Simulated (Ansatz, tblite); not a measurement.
Removing and adding an electron: SnHBr₃. The state is a singlet with charge 0. Geometry: PBE0-D4/def2-SVP. Ansatz, gas phase; energy differences of separate SCF runs; the oxidised species was run as a doublet alone; the reduced species was run as a doublet alone.

```csv
atom,x (Å),y (Å),z (Å)
Sn1,0.027,0.172,0.064
H2,0.279,1.751,0.650
Br3,1.955,-1.281,0.601
Br4,-0.267,0.185,-2.392
Br5,-1.995,-0.827,1.077
```

In the def2 sets Sn takes a core potential; there is no spin–orbit coupling. The xTB rows come from tblite. HOMO above LUMO, or a gap near zero within one spin, warns that the state may not be the lowest or that an electron is smeared out.

| level | −HOMO (eV) | vertical IE (eV) | −LUMO (eV) | vertical EA (eV) | HOMO–LUMO gap (eV) | IE − EA (eV) | remarks |
| --- | --- | --- | --- | --- | --- | --- | --- |
| GFN1-xTB | 12.02 | 15.37 | 8.78 | 5.45 | 3.23 | 9.92 | – |
| GFN2-xTB | 12.27 | 14.97 | 9.80 | 7.33 | 2.47 | 7.64 | – |
| PBE-D4/def2-TZVP | 7.38 | 9.93 | 3.59 | – | 3.80 | – | gap within one spin near zero (+1 doublet) |
| PBE-D4/def2-TZVPD | 7.41 | – | 3.63 | 1.32 | 3.78 | – | HOMO above zero (-1 doublet) |
| r2SCAN-D4/def2-TZVP | 7.74 | 10.23 | 3.45 | – | 4.29 | – | – |
| r2SCAN-D4/def2-TZVPD | 7.75 | – | 3.48 | 1.25 | 4.28 | – | HOMO above zero (-1 doublet) |
| PBE0-D4/def2-TZVP | 8.68 | 10.48 | 2.76 | – | 5.92 | – | – |
| PBE0-D4/def2-TZVPD | 8.70 | – | 2.81 | 1.23 | 5.89 | – | HOMO above zero (-1 doublet) |

   A HOMO above zero means that the electron is unbound at that level or that self-interaction error raises the level; the energy of removing that electron tells which. Raw xTB energy differences between charge states are shifted by several eV; the methods need an empirical correction for them.
